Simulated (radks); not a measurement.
Values are calculated unless marked as measured or tabulated.
Task: The mean radii <r> (bohr) of the occupied orbitals of an atom or ion are listed with their occupations. Code: a radial shooting solver on a logarithmic mesh with Libxc functionals. Model: scalar-relativistic Kohn-Sham, PBE, spin-unpolarised, spherical densities, point nucleus.

orbital  occ.      <r>
1s          2  0.05213
2s          2   0.2352
2p          6   0.2064
3s          2   0.7099
3p          6   0.7450
3d          9   0.9223

Name the element and its charge.

Result: Z = 29, copper, charge +2: Cu2+ in [Ar] 3d9. The 1s radius gives Z: for a bare nucleus <r> = (2 gamma + 1)/(2Z) with gamma = sqrt(1 - (Z/c)^2), 0.05094 bohr for Z = 29, and screening makes it slightly larger (0.05213 here). The occupations add up to 27, and the charge is Z minus that.
